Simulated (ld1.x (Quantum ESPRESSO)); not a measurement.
**What one change does to a pseudopotential (Si (Z = 14), TM)**

- Element: silicon
- Generator: ld1.x (Quantum ESPRESSO) 7.5
- Type: norm-conserving Troullier–Martins (Kleinman–Bylander form)
- Functional: PBE
- Relativity: scalar-relativistic
- Frozen core: [Ne]
- Valence charge: 4
- Reference configuration: 3s1.75 3p2.25
- Partial waves: 3p (bound): rc 1.75 bohr; 3d channel at -0.15 Ry: rc 1.50 bohr; 3s (bound): rc 1.65 bohr
- Local potential: the s channel
- Core correction: Bessel-smoothed model core inside 1.10 bohr

Change: wave 3s (bound): rc 1.65 bohr becomes 3s (bound): rc 1.38 bohr.

Cutoffs: the cutoffs (Ry, on a coarse ladder) from which the occupation-weighted sum of valence levels, in a spherical-Bessel basis at the reference potential, stays within 10 and 1 mRy of its value at 400 Ry; they do not see the model core or the augmentation charge, which bear on the density cutoff. Errors are all-electron minus pseudo energies relative to the spin-unpolarised reference configuration.

Question: What does the change do?

Answer: The potential gets harder (15 Ry and 40 Ry → 35 Ry and 80 Ry); of the 7 tests that both files solve, the error grows in 3 and shrinks in 0 by more than 15 % and 0.3 meV (median size 1.7 → 4.1 meV); the range in which the s phases agree narrows (upper end 4.3 → 3.3); neither file shows a bound ghost. A smaller radius makes the pseudo-wave follow the all-electron one further in, where it bends more sharply, so more plane waves are needed. That the errors move this way runs against the usual rule that smaller radii transfer better.

| quantity | base | changed |
| --- | --- | --- |
| cutoff, loose | 15 Ry | 35 Ry |
| cutoff, tight | 40 Ry | 80 Ry |
| loose cutoff by channel (10 mRy a level) | p 6 Ry, s 12 Ry | p 6 Ry, s 30 Ry |
| bound ghosts | none | none |
| error for 3s2 3p2, meV [ΔE -1.69 eV] | 0.0 | 0.0 |
| error for 3s2 3p1, meV [ΔE 6.05 eV] | +1.7 | +1.8 |
| error for 3s2 3p0, meV [ΔE 22.04 eV] | +13 | +16 |
| error for 3s0 3p4, meV [ΔE 12.09 eV] | -1.5 | -4.1 |
| error for 3s1 3p0, meV [ΔE 56.02 eV] | +47 | +55 |
| error for 3s1 3p2, meV [ΔE 13.48 eV] | +5.0 | +5.7 |
| error for 3s2 3p2.3, meV [ΔE -2.62 eV] | +0.4 | +0.4 |
| s: phases at 1.90 bohr within 0.05 rad from the reference energy up to (Ry; the scan ends near 5) | 4.3 | 3.3 |
| p: phases at 1.90 bohr within 0.05 rad from the reference energy up to (Ry; the scan ends near 5) | 3.6 | 3.0 |
| d: phases at 1.90 bohr within 0.05 rad from the reference energy up to (Ry; the scan ends near 5) | to the end of the scan | to the end of the scan |
